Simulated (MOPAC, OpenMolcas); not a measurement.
# CH6GaN (SMILES [CH3][GaH][NH2]): the dipole moment, rung by rung

CH6GaN has 9 atoms, charge 0, and is taken as a singlet. As SMILES, `[CH3][GaH][NH2]`. Geometry: relaxed at PBE0-D4/def2-TZVP.

```xyz
9

C    -0.2791    0.9447   -1.1248
Ga    0.5134   -0.5319   -0.1044
N    -0.0682   -0.8076    1.5968
H    -0.7560    0.5683   -2.0331
H     0.4934    1.6522   -1.4356
H    -1.0263    1.4835   -0.5401
H     1.6179   -1.5213   -0.6087
H     0.2765   -1.5366    2.1977
H    -0.7716   -0.2513    2.0522
```

Each level gives the dipole moment (D). The values are calculated.

| level | kind | program | value (D) | CPU time |
| --- | --- | --- | --- | --- |
| PM6 | semi-empirical | MOPAC | 0.79 | under 2 s |
| HF/6-31G* (spherical functions) | Hartree–Fock | OpenMolcas | 0.68 | 13 s |
| SVWN5/6-31G* (spherical functions) | LDA | OpenMolcas | 1.19 | 30 s |
| revPBE/6-31G* (spherical functions) | GGA | OpenMolcas | 1.13 | 41 s |
| r2SCAN/6-31G* (spherical functions) | meta-GGA | OpenMolcas | 1.04 | 50 s |
| B3LYP/6-31G* (spherical functions) | global hybrid | OpenMolcas | 1.02 | 40 s |

All-electron rows without a relativistic Hamiltonian named are non-relativistic. The values span 0.68 to 1.19 D. Magnitudes only. CPU times are rough (shared hosts, several kinds of processor): they show what a rung costs within a factor of a few.
